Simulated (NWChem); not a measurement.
Molecule: CH2O3Si; SMILES O=C1O[SiH2]O1

```xyz
7

O      0.0000     0.0000     2.1126
C      0.0000     0.0000     0.9211
O      0.0000     1.1006     0.0651
Si     0.0000     0.0000    -1.2670
O      0.0000    -1.1006     0.0651
H     -1.2519     0.0000    -2.0766
H      1.2519     0.0000    -2.0766
```
Atoms are numbered in this order, from 1.

All runs: NWChem. Geometry: optimised at PBE-D3(BJ)/def2-SVP. Field at 589 nm.

For level B3LYP/def2-SVPD:

```
Property                          Value
--------------------------------  -----
isotropic polarisability (bohr³)   46.1
anisotropy (bohr³)                 23.8
```

**Question.** How do the values read with level B3LYP/def2-SVP instead?

**Answer.** 
| Property | Result |
|---|---|
| isotropic polarisability (bohr³) | 37.3 |
| anisotropy (bohr³) | 25.9 |
